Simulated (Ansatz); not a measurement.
Ansatz (a first-principles code) input for Al(Me)(H) (CH₄Al), SMILES [CH3][AlH+], charge +1, PBE0-D3(BJ)/def2-TZVP. 

Ansatz 0.2 input:
```yaml
crystal:
  periodic: [false, false, false]
  atoms:
    - {symbol: Al, position_ang: [-0.40583878, -0.55798632, -0.27344354]}
    - {symbol: C, position_ang: [0.65356628, 0.90173280, 0.44198658]}
    - {symbol: H, position_ang: [0.46471117, 1.02400550, 1.52218009]}
    - {symbol: H, position_ang: [0.40314986, 1.84783219, -0.06754501]}
    - {symbol: H, position_ang: [1.72791978, 0.69785187, 0.29472768]}
    - {symbol: H, position_ang: [-1.24127439, -1.72626419, -0.84651619]}
basis:
  gaussian:
    orbitals: def2-TZVP
hamiltonian:
  xc: pbe0
  dispersion: d3bj
total_charge: 1
relax: {f_tol: 0.002, max_steps: 200}
```

Log of the run:

```
WARN ansatz: RAYON_NUM_THREADS=1 ignored (pool sized by the plan → 1); use --threads N
Functional definition: PBE0
integrals: 0.02 GiB planned
635 factors; their error is unknown
mean field: 0.22 GiB planned
mean field evaluation 1: about -7673.3921 eV, gradient 7.7e1 eV
mean field evaluation 2: about -7656.1343 eV, gradient 9.4e1 eV
mean field evaluation 4: about -7687.0891 eV, gradient 2.1e0 eV
mean field evaluation 8: about -7687.1109 eV, gradient 2.5e-2 eV
mean field -7687.11088121 eV, -282.4961143735 hartree, gradient 3.2e-5 eV, S^2 0.000000; 0 other end points of the search recorded, 0 dependent functions left out
the calculation of the forces begins
reference -7687.11091026 eV, -282.4961154412 hartree; 11, 11 occupied and 81, 81 virtual orbitals, 635 factors
relax step   1: F+E_penalty+E_count = -7687.17751071 eV  Δ(F+E_penalty+E_count) = +0.000e0 eV  max|allowed force component| = 6.370e-1 eV/Å  Δτ_max = 0.0000 Å  (25 SCF iters, accepted)
these checks for a lower state are left out or cut short: starts, cluster_reference, orbital_swaps, neighbouring_geometries, increment
integrals: 0.02 GiB planned
635 factors; their error is unknown
mean field: 0.22 GiB planned
mean field evaluation 16: about -7687.1185 eV, gradient 1.3e0 eV
mean field -7687.12837809 eV, -282.4967573722 hartree, gradient 2.6e-5 eV, S^2 0.000000; 0 other end points of the search recorded, 0 dependent functions left out
the calculation of the forces begins
reference -7687.12840710 eV, -282.4967584381 hartree; 11, 11 occupied and 81, 81 virtual orbitals, 635 factors
relax step   2: F+E_penalty+E_count = -7687.19514482 eV  Δ(F+E_penalty+E_count) = -1.763e-2 eV  max|allowed force component| = 2.052e-1 eV/Å  Δτ_max = 0.0250 Å  (27 SCF iters, accepted)
these checks for a lower state are left out or cut short: starts, cluster_reference, orbital_swaps, neighbouring_geometries, increment
integrals: 0.02 GiB planned
635 factors; their error is unknown
mean field: 0.22 GiB planned
mean field -7687.13063163 eV, -282.4968401882 hartree, gradient 2.6e-5 eV, S^2 0.000000; 0 other end points of the search recorded, 0 dependent functions left out
the calculation of the forces begins
reference -7687.13066060 eV, -282.4968412527 hartree; 11, 11 occupied and 81, 81 virtual orbitals, 635 factors
relax step   3: F+E_penalty+E_count = -7687.19745545 eV  Δ(F+E_penalty+E_count) = -2.311e-3 eV  max|allowed force component| = 4.857e-2 eV/Å  Δτ_max = 0.0095 Å  (28 SCF iters, accepted)
these checks for a lower state are left out or cut short: starts, cluster_reference, orbital_swaps, neighbouring_geometries, increment
integrals: 0.02 GiB planned
635 factors; their error is unknown
mean field: 0.22 GiB planned
mean field evaluation 32: about -7687.1239 eV, gradient 2.3e-1 eV
mean field -7687.13071504 eV, -282.4968432534 hartree, gradient 1.1e-5 eV, S^2 0.000000; 0 other end points of the search recorded, 0 dependent functions left out
the calculation of the forces begins
reference -7687.13074400 eV, -282.4968443178 hartree; 11, 11 occupied and 81, 81 virtual orbitals, 635 factors
relax step   4: F+E_penalty+E_count = -7687.19753958 eV  Δ(F+E_penalty+E_count) = -8.413e-5 eV  max|allowed force component| = 3.753e-3 eV/Å  Δτ_max = 0.0024 Å  (21 SCF iters, accepted)
these checks for a lower state are left out or cut short: starts, cluster_reference, orbital_swaps, neighbouring_geometries, increment
integrals: 0.02 GiB planned
635 factors; their error is unknown
mean field: 0.22 GiB planned
mean field -7687.13071547 eV, -282.4968432692 hartree, gradient 9.0e-5 eV, S^2 0.000000; 0 other end points of the search recorded, 0 dependent functions left out
the calculation of the forces begins
reference -7687.13074443 eV, -282.4968443336 hartree; 11, 11 occupied and 81, 81 virtual orbitals, 635 factors
relax step   5: F+E_penalty+E_count = -7687.19754063 eV  Δ(F+E_penalty+E_count) = -1.053e-6 eV  max|allowed force component| = 5.237e-5 eV/Å  Δτ_max = 0.0004 Å  (17 SCF iters, accepted)
integrals: 0.02 GiB planned
635 factors; their error is unknown
mean field: 0.22 GiB planned
mean field -7687.13071547 eV, -282.4968432692 hartree, gradient 9.0e-5 eV, S^2 0.000000; 1 other end points of the search recorded, 0 dependent functions left out
the calculation of the forces begins
reference -7687.13074443 eV, -282.4968443336 hartree; 11, 11 occupied and 81, 81 virtual orbitals, 635 factors
Total energy: -7687.19756960 eV, -282.4993001130 hartree
Atom 0 at    -0.384062    -0.534351    -0.262038 Å, force     0.000052     0.000019     0.000008 eV/Å
Atom 1 at     0.651196     0.894938     0.438557 Å, force     0.000010    -0.000020    -0.000011 eV/Å
Atom 2 at     0.456269     1.010659     1.509242 Å, force    -0.000021    -0.000014    -0.000009 eV/Å
Atom 3 at     0.395095     1.829305    -0.070486 Å, force    -0.000021    -0.000016    -0.000005 eV/Å
Atom 4 at     1.717034     0.693589     0.292940 Å, force     0.000019     0.000026     0.000012 eV/Å
Atom 5 at    -1.233298    -1.706967    -0.836825 Å, force    -0.000039     0.000006     0.000005 eV/Å
Dipole moment:    -0.190175    -0.262526    -0.128682 e Å
```

Self-consistency was reached.

Cost: very roughly 10 core-seconds.
